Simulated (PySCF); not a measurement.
Molecule: 1,1,1,3,3-pentafluoropropane (SMILES FC(F)CC(F)(F)F).

Atom-mapped SMILES (the numbers label the heavy atoms): `[F:1][CH:2]([F:3])[CH2:4][C:5]([F:6])([F:7])[F:8]`; H(Xn) means a hydrogen on atom n.

Geometry PBE0-D3(BJ)/def2-SVP throughout; GIAO in PySCF, gas phase, one conformer, non-relativistic; equivalent atoms averaged; basis pcSseg-1.

For orientation, wB97X-D gives these absolute shieldings σ: F6/F7/F8 258.4, F1/F3 310.3, C5 55.8, C2 69.7, C4 142.1, H(C2) 25.43, H(C4) 29.07 ppm.

A run gave: F6/F7/F8 239.1, F1/F3 285.9, C5 54.4, C2 67.4, C4 141.5, H(C2) 25.04, H(C4) 28.96 ppm (absolute shieldings σ).

Which functional was used in that run?
A. OPBE
B. KT2
C. B97-2
D. BHandHLYP
E. LC-wPBE

Results:

B. F1/F3 tells them apart best: KT2 gives 285.9, B97-2 gives 306.7, BHandHLYP gives 319.8, LC-wPBE gives 315.4, OPBE gives 295.0 ppm.
